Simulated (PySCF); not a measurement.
B(F)(Br)(NH2), H2BBrFN, SMILES B(Br)(F)N, singlet, CAM-B3LYP/def2-SVP optimised geometry.

```
6

B     -0.47    -0.26     0.00
F     -1.15    -1.40     0.00
Br    -1.47     1.40     0.00
N      0.92    -0.26     0.00
H      1.47     0.59     0.00
H      1.45    -1.12     0.00
```

Density from CAM-B3LYP/def2-TZVP (PySCF) at that geometry.

Minimum of the electron density along straight lines between bonded atoms, close to the bond critical point (lines longer than 1.1 times the sum of covalent radii, or with two minima, are not listed):

| bond | length / Å | ρ at the minimum / e bohr⁻³ | ∇²ρ there / e bohr⁻⁵ | position (fraction from the first atom) |
|---|---|---|---|---|
| B1–F2 | 1.325 | 0.205 | 1.19 | 0.34 |
| B1–Br3 | 1.933 | 0.135 | -0.29 | 0.31 |
| B1–N4 | 1.387 | 0.226 | 0.53 | 0.33 |
| N4–H5 | 1.011 | 0.336 | -1.75 | 0.75 |
| N4–H6 | 1.013 | 0.333 | -1.70 | 0.74 |
